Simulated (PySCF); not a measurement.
Compound: C4H8NO2Si (doublet state).
Numbering: `[CH2:1]=[N:2][C@H:3]1[O:4][CH:5][SiH2:6][CH2:7][O:8]1` (hydrogens: H9, H10 on C1; H11 on C3; H12 on C5; H13, H14 on Si6; H15, H16 on C7)

Structure used (GFN2-xTB), in Å, numbered top down from 1:
```
atom  x, y, z in Å
C1    -1.8926    0.4224   -1.5736
N2    -0.9676    0.0495   -0.8219
C3    -0.9604    0.3996    0.5708
O4    -0.8946   -0.7953    1.3036
C5     0.2416   -1.5194    1.1268
Si6    1.5839   -0.8934    0.0345
C7     1.3206    0.9962    0.2254
O8     0.0572    1.2830    0.8484
H9    -2.7443    1.0239   -1.2439
H10   -1.8516    0.1342   -2.6139
H11   -1.8929    0.8906    0.9063
H12    0.1910   -2.4431    1.6793
H13    2.8845   -1.2858    0.5889
H14    1.5014   -1.2326   -1.3931
H15    2.0551    1.4551    0.8870
H16    1.3611    1.5242   -0.7336
```

The hyperfine couplings belong to this conformer and change with its torsions.

Computed, not measured: UKS B3LYP, pcH-1 on C H N O Si, non-relativistic, mean-field spin-orbit, GIAO in PySCF 2.14.0. Geometry: GFN2-xTB, one conformer, isolated molecule. The geometry wasn't refined by DFT: couplings that depend on bond lengths, twists or pyramidal angles can differ widely from those at the functional's own minimum. The SCF solution wasn't tested for stability.

Principal values of hyperfine tensors in MHz (contact, dipolar and spin–orbit terms together), for some of the nuclei:

```
atom  isotope      A1     A2      A3
  C5      13C    5.74   7.63  215.39
 H14       1H   70.97  72.13   78.58
 Si6     29Si   37.16  38.37   42.67
  O4      17O  -85.54   9.42   11.42
  C7      13C   13.54  13.89   17.90
 H13       1H    9.94  10.89   19.38
  C3      13C   -6.87  -6.48   -3.32
 H16       1H    3.70   4.15    8.14
```

(1) Split each tensor into its isotropic and traceless parts, and turn a_iso into mT with g = 2.0034.

(2) What spin density at the nucleus of C5 lies behind its contact coupling (g_N = 1.40482)?

(3) H12 (1H, g_N = 5.58569) isn't in the table. Its spin density at the nucleus is -0.01196 bohr⁻³. What is its contact coupling?

(4) Name the largest traceless tensor T of the table and describe it.

(5) What first-order splitting does C5 cause when the field lies along A1, A2 or A3 of its tensor (g taken as isotropic, no quadrupole term)?

## Answers

(1) a_iso = (A1 + A2 + A3)/3, Ti = Ai − a_iso; 1 mT corresponds to 28.039 MHz. The tensors hold a spin–orbit part: the run splits a_iso into a_FC + a_SO, and T includes its anisotropic share.

```json
{"atom": "C5", "a_iso (MHz)": "76.25", "a_FC": "76.27", "a_SO": "-0.02", "a_iso (mT)": "2.719", "T1": "-70.51", "T2": "-68.62", "T3": "139.13"}
{"atom": "H14", "a_iso (MHz)": "73.90", "a_FC": "73.90", "a_SO": "0.00", "a_iso (mT)": "2.635", "T1": "-2.93", "T2": "-1.76", "T3": "4.69"}
{"atom": "Si6", "a_iso (MHz)": "39.40", "a_FC": "39.45", "a_SO": "-0.05", "a_iso (mT)": "1.405", "T1": "-2.24", "T2": "-1.03", "T3": "3.27"}
{"atom": "O4", "a_iso (MHz)": "-21.57", "a_FC": "-21.60", "a_SO": "0.04", "a_iso (mT)": "-0.769", "T1": "-63.97", "T2": "30.99", "T3": "32.99"}
{"atom": "C7", "a_iso (MHz)": "15.11", "a_FC": "15.10", "a_SO": "0.00", "a_iso (mT)": "0.539", "T1": "-1.57", "T2": "-1.22", "T3": "2.79"}
{"atom": "H13", "a_iso (MHz)": "13.40", "a_FC": "13.40", "a_SO": "0.00", "a_iso (mT)": "0.478", "T1": "-3.46", "T2": "-2.51", "T3": "5.97"}
{"atom": "C3", "a_iso (MHz)": "-5.56", "a_FC": "-5.55", "a_SO": "0.00", "a_iso (mT)": "-0.198", "T1": "-1.31", "T2": "-0.92", "T3": "2.23"}
{"atom": "H16", "a_iso (MHz)": "5.33", "a_FC": "5.33", "a_SO": "0.00", "a_iso (mT)": "0.190", "T1": "-1.63", "T2": "-1.18", "T3": "2.81"}
```

(2) a_FC = (2μ0/3) gₑ μB g_N μN ρ(0)/(2S·h) = 800.24 MHz × g_N × ρ(0)/(2S), with ρ in bohr⁻³. With a_FC = 76.27 MHz and 2S = 1, ρ(0) = 0.06785 bohr⁻³.

(3) By the same relation, a_FC = -53.5 MHz. Its full tensor has the principal values -86.39, -54.31, -19.65 MHz.

(4) C5: -70.5, -68.6, 139.1 MHz (the dipolar term alone has -70.4, -68.8, 139.1), axial, in the ratio −1:−1:+2, the form that spin in one p orbital centred on that nucleus gives.

(5) 2 lines (I = 1/2), spaced by |A_i|/(g × 13.996): 0.20, 0.27, 7.68 mT along the axes of A1, A2 and A3.

Hardware: an Arm Neoverse V1 with one thread, shared host with 32 logical CPUs at a one-minute load of 17. Cost: 1.8 min wall (with the writing of density and orbital grids), 0.96 GiB resident at most.
